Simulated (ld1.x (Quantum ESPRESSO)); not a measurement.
Values are calculated unless marked as measured or tabulated.
# Potentials for phosphorus (P) compared

Generated with ld1.x 7.5 (TM, RRKJ, ultrasoft, PAW), atompaw 4.2 or ONCVPSP 4.0.1. The cutoff is in Ry: for ld1.x and atompaw files where the sum of valence levels is converged to 10 mRy in a Bessel basis, for ONCV files where the hardest occupied wave has 1 mHa per electron of residual kinetic energy. The error is the largest all-electron minus pseudo excitation energy over each file’s own four to seven test configurations (ionisations up to +4, promotions, holes and added fractions of an electron), all of which were solved. The labels leave out finer settings (local radius, basis sizes, second energies), which also bear on the numbers. Spin-polarised tests are not counted. The rows are a selection from randomly drawn settings: files with unsolved tests, undetermined cutoffs or missed reference levels are left out.

A true bound ghost makes a file unfit for plane-wave use even where its test errors are small: the radial tests pick states by their node count and pass the ghost by.

```csv
potential,cutoff (Ry),largest error (meV),bound ghosts
"ultrasoft, PBE, scalar-relativistic, rc 1.70/1.90 (sp), local smoothed, core correction yes, reference 3s1 3p4",15,+96,none
"RRKJ, PBE, scalar-relativistic, rc 1.15/1.55/1.55 (spd), local s, core correction yes, reference 3s2 3p3",55,+194,none
```

(1) Fill in the row for P: TM, LDA (PZ), scalar-relativistic, rc 1.35/1.90 (sp), local s, core correction no, reference 3s1.5 3p3.5.

(2) Fill in the row for P: ultrasoft, LDA (PZ), non-relativistic, rc 1.40/1.35/1.20 (spd), local smoothed, core correction no, reference 3s2 3p0.

(3) Fill in the row for P: PAW, PBE, non-relativistic, rc 1.30/1.45/1.50 (spd), local smoothed, core correction yes, reference 3s2 3p3.

Results:

(1) cutoff 30 Ry, largest error +480 meV, bound ghosts: none.

(2) cutoff 18 Ry, largest error +107 meV, bound ghosts: none.

(3) cutoff 18 Ry, largest error -133 meV, bound ghosts: s.
